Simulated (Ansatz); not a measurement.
`N[SiH2][Al]([OH])[Cl]` + `N[SiH](N)Cl` → `N[SiH2]N[SiH](N)Cl` + `[OH][AlH][Cl]`  (cleavage of the Si–Al bond)

Computed with Ansatz on PBE0-D4/def2-TZVP structures; ΔE is electronic, products minus reactants. CBS: MP2 limit from def2 TZ/QZ plus the TZ coupled-cluster correction, frozen cores. This one scheme is used for every species. DFT in def2-TZVPP. Each species was taken in one conformer, which may not be the lowest.

Problem. Is it downhill or uphill in electronic energy at CCSD(T)/CBS, and by how much? (An estimate is asked.)

Solution. The calculation gave: Downhill: ΔE = -19.3 kcal/mol.

Problem. What do these levels give: PBE-D4, ωB97M-V, B2PLYP, PBE, r2SCAN, HF/def2-TZVPP, MP2/def2-TZVPP, SCS-MP2/def2-TZVPP, CCSD(T)/def2-TZVPP, HF/def2-QZVPP, MP2/def2-QZVPP, MP2/CBS(def2)? (Best estimate.)

Solution. Computed: PBE-D4 -14.5, ωB97M-V -20.8, B2PLYP -19.0, PBE -13.0, r2SCAN -17.7, HF/def2-TZVPP -20.7, MP2/def2-TZVPP -21.7, SCS-MP2/def2-TZVPP -21.4, CCSD(T)/def2-TZVPP -19.7, HF/def2-QZVPP -20.9, MP2/def2-QZVPP -21.6, MP2/CBS(def2) -21.4 kcal/mol.

Largest T1 diagnostic among the species: 0.012.

From PBE to PBE0 (25 % exact exchange), in def2-TZVPP and without D4, ΔE moves by −1.9 kcal/mol. The D4 term adds −2.4 kcal/mol with B3LYP and −1.3 kcal/mol with PBE0; it sums over pairs of atoms, weighted by their polarisabilities, and B3LYP, whose exchange is more repulsive, gets the larger term.

B3LYP here is the variant with VWN-RPA as its local correlation; programs differ in this.
